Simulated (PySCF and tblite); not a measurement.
Values are calculated unless marked as measured or tabulated.
C5H6O2, numbered as in [CH3:1][O:2][c:3]1[cH:4][cH:5][o:6][cH:7]1. Geometries PBE0-D3(BJ)/def2-SVP; weights from B3LYP-D3(BJ)/def2-TZVP (IEF-PCM, chloroform) energies and GFN2-xTB thermal corrections, with symmetry numbers and mirror pairs. Conformers within 3 kcal/mol (GFN2-xTB free energy) were kept, 8 at most. GIAO shieldings: PBE0/pcSseg-1 (IEF-PCM, chloroform). Shifts are against TMS (¹H), TMS (¹³C) at the same level. Programs: PySCF with density fitting and tblite.

Torsions listed: C1–O2–C3–C4.

| conformer | shape | point group | mirror pair | ΔE(DFT) | Δ(G−E) at 323.15 K | δ C4 (ppm) |
| --- | --- | --- | --- | --- | --- | --- |
| 1 | -179° | Cs | no | 0.00 | 0.00 | 109.5 |
| 2 | -1° | Cs | no | 1.47 | -0.04 | 104.7 |

Energies in kcal/mol; the thermal term leaves out symmetry numbers and mirror images.

Work out the weights at 323.15 K and the ¹³C shift of C4 under fast exchange.

RT = 0.642 kcal/mol. Each conformer gets RT ln(σ/g), with σ the rotational symmetry number and g = 2 for a mirror pair: 1: σ = 1, g = 1, G = 0.00 + 0.00 + 0.00 = 0.00, 0.00 above the lowest, exp(−ΔG/RT) = 1.000; 2: σ = 1, g = 1, G = 1.47 − 0.04 + 0.00 = 1.42, 1.42 above the lowest, exp(−ΔG/RT) = 0.109. The sum is 1.109, so the weights are 90.2, 9.8 %. The averaged shift is 109.1 ppm. At 298.15 K it is 109.1 ppm. At 298.15 K the leading conformer alone gives 109.5 ppm and bare DFT energies give 109.2 ppm.
